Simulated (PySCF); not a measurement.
**Au²⁺: fine-structure interval**

Au²⁺ [Xe] 4f14 5d9 [5d3/2^4 5d5/2^5, M_J = 5/2] → Au²⁺ [Xe] 4f14 5d9 [5d3/2^3 5d5/2^6, M_J = 3/2], as a difference of total energies. Calculation: PySCF 2.14, in x2c-SVPall-2c (7s9p9d2f, 93 functions); the two-component X2C-1e Hamiltonian. Correlated levels: [Kr] 4d10 4f14 frozen; the 22 highest virtual spinors dropped. "Screened" scales the spin-orbit matrix elements by Boettger's factors to mimic the two-electron term; Breit and QED terms are absent.

| method | fine-structure interval (cm⁻¹) |
| --- | --- |
| GHF (screened spin-orbit) | 13607 |
| GMP2 (screened spin-orbit) | 13891 |
| GHF (bare spin-orbit) | 15650 |
